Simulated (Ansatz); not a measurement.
The cluster Cd6S5. Total charge 0; singlet. Geometry PBE-D4/def2-SVP; atoms count from 1.

```xyz
11

Cd    0.755   -4.206    0.302
Cd   -1.555    2.404    0.881
Cd   -1.320    0.489    2.840
Cd    0.089    0.218   -3.267
Cd   -2.077    1.625   -1.806
Cd    1.268   -2.394   -2.339
S    -0.705   -1.887    1.918
S     1.631    1.586    1.195
S     1.571   -0.142   -0.016
S    -0.468   -0.877    0.126
S     0.808    3.183    0.167
```

In the def2 sets Cd takes a core potential; there is no spin–orbit coupling. Another isomer (singlet) lies 1.36 eV lower at PBE0-D4/def2-TZVP; other spin states weren't run for this one.

(1) Estimate the Mulliken populations from the PBE0/def2-TZVP orbitals of Ansatz.

(2) And the Mayer bond orders between heavy atoms (over 0.3)?

Results:

(1) 
```json
{"atom": "Cd1", "charge (e)": "0.08", "d electrons": "10.00"}
{"atom": "Cd2", "charge (e)": "0.27", "d electrons": "10.00"}
{"atom": "Cd3", "charge (e)": "0.28", "d electrons": "10.00"}
{"atom": "Cd4", "charge (e)": "0.08", "d electrons": "9.99"}
{"atom": "Cd5", "charge (e)": "0.12", "d electrons": "9.99"}
{"atom": "Cd6", "charge (e)": "0.07", "d electrons": "10.00"}
{"atom": "S7", "charge (e)": "-0.34", "d electrons": "–"}
{"atom": "S8", "charge (e)": "-0.04", "d electrons": "–"}
{"atom": "S9", "charge (e)": "-0.05", "d electrons": "–"}
{"atom": "S10", "charge (e)": "-0.12", "d electrons": "–"}
{"atom": "S11", "charge (e)": "-0.35", "d electrons": "–"}
```
Mulliken values depend strongly on the basis.

(2) Cd1–Cd6 0.30 (3.24 Å); Cd2–Cd3 0.72 (2.75 Å); Cd2–Cd5 0.52 (2.85 Å); Cd2–S11 0.56 (2.59 Å); Cd3–S7 0.52 (2.62 Å); Cd4–Cd5 0.47 (2.97 Å); Cd4–Cd6 0.38 (3.01 Å); S7–S10 1.19 (2.07 Å); S8–S9 1.10 (2.11 Å); S8–S11 1.21 (2.07 Å); S9–S10 1.00 (2.17 Å).
